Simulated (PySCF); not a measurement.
C₂H₆O₃Si, SMILES CC(=O)O[SiH2]O. Atoms are numbered in the order given.

```xyz
12

Si    -1.3516    -0.0338     0.0341
O     -2.2515     1.3467     0.1857
O      0.2901     0.4755     0.0015
C      1.2498    -0.4681    -0.0461
C      2.6385     0.1113    -0.0710
O      0.9813    -1.6472    -0.0628
H     -1.6167    -0.8334     1.2450
H     -1.6293    -0.7372    -1.2427
H     -2.2445     1.9756    -0.5452
H      3.3803    -0.6946    -0.1126
H      2.7472     0.7754    -0.9422
H      2.7962     0.7287     0.8268
```
Charge 0, spin multiplicity 1.

Geometry optimised at B3LYP-D3(BJ)/def2-SVP. The values are those of a single conformer.

These are PBE/pcSseg-1 in PySCF values and carry that method's errors.

GIAO shieldings, no solvent; atoms listed in one row are averaged. δ = σ(ref) − σ: ²⁹Si against TMS (σ = 335.4 ppm); ¹⁷O against H2O (σ = 334.3 ppm); ¹³C against TMS (σ = 182.0 ppm); ¹H against TMS (σ = 31.49 ppm), references at their B3LYP-D3(BJ)/def2-TZVP geometries, non-relativistic.

Computed chemical shifts:
| nucleus | atoms | count | δ (ppm) |
|---|---|---|---|
| ²⁹Si | Si1 | 1 | -20.2 |
| ¹⁷O | O6 | 1 | 484.3 |
| ¹⁷O | O3 | 1 | 249.9 |
| ¹⁷O | O2 | 1 | 47.1 |
| ¹³C | C4 | 1 | 175.9 |
| ¹³C | C5 | 1 | 24.9 |
| ¹H | H8 | 1 | 5.83 |
| ¹H | H7 | 1 | 5.50 |
| ¹H | H10, H11, H12 | 3 | 2.30 |
| ¹H | H9 | 1 | 1.87 |
